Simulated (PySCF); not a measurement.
# Relaxation of triplet RuN(OH)

Method: UPBE0/[Ru def2-TZVP with ECP28, N def2-TZVP, O def2-TZVP, H def2-TZVP], scalar-relativistic core potentials, density fitting, no spin–orbit coupling, PySCF. A (50,194) grid was used.

A hand-made bent (heavy-atom frame) start, with no symmetry imposed:

Coordinates in bohr (charge 0 multiplicity 3):
```
Ru    0.0958   -0.0105   -0.4644
N     2.7892   -0.0105    1.4215
O    -2.8144   -0.0105    1.5732
H    -3.7697    1.3792    2.2422
```

Optimiser trace:
| step | E − E(last) (kJ/mol) | largest gradient (Eh/bohr) |
| --- | --- | --- |
| 0 | 91.11 | 0.08806 |
| 1 | 25.49 | 0.01615 |
| 2 | 15.06 | 0.01124 |
| 3 | 10.94 | 0.01610 |
| 4 | 9.61 | 0.01250 |
| 5 | 7.46 | 0.01339 |
| 6 | 5.39 | 0.01720 |
| 7 | 2.28 | 0.01423 |
| 8 | 0.39 | 0.00524 |
| 9 | 0.27 | 0.00526 |
| 10 | 0.02 | 0.00105 |
| 11 | 0.00 | 0.00028 |
| 12 | 0.00 | 0.00011 |

It ends at Cs with O–H 0.959 Å, Ru–N 1.591 Å, Ru–O 1.885 Å; H–O–Ru 125.9°, N–Ru–O 139.1° (after a last refinement on a finer grid). A frequency run shows a minimum. Other isomers or separated fragments may lie lower.

Final geometry:
Z-matrix (Å, degrees; charge 0 multiplicity 3):
```
Ru
N  1 1.5913
O  1 1.8847 2 139.06
H  3 0.9590 1 125.94 2 0.00
```

Open d and f shells are described by one determinant, and the ground state may have another occupation or spin. At this level a singlet minimum of Cs symmetry lies 33 kJ/mol below this structure.
